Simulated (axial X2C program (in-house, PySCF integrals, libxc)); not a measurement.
TeCO: properties at the nuclei

Computed with an in-house all-electron X2C program for linear molecules (integrals from PySCF): two-component X2C with atomic mean-field Coulomb and Gaunt terms, Gaussian nuclei, basis Te dyall-v3z, C dyall-v3z, O dyall-av3z with contracted cores.

Te–C–O held linear, with bonds 1.931 and 1.148 Å (near the PBE0 minimum at charge 0 of the determinant lowest at the starting distance; the state shown can have its own minimum elsewhere, held linear; other orders of the atoms were not compared).

Determinant lowest in the PBE0 search, Ω = 0 (closed shell), highest spinor 74% Te p, 9% O p, 8% C p:

```
 level  qzz Te (a.u.)  qzz C (a.u.)  qzz O (a.u.)  μ (D)
  PBE0           9.87         -0.56         -0.03  -0.94
    HF          11.60         -0.84         -0.10  -0.54
r2SCAN           9.58         -0.51          0.01  -0.98
```

qzz is the electric field gradient, eQq0 = 234.96 MHz × Q/barn × qzz; μ is positive if the O end (last atom) is positive. The operators were transformed with the bare-nucleus X2C matrices; with these basis sets, hyperfine constants and field gradients can be off by tens of per cent, and where levels differ in sign neither size nor sign is settled.

The molecule was held linear; bending was not examined, so a bent shape may lie lower.

Each state is one determinant with collinear spin. The search compared states at one distance, so a state with another bond length can lie lower.
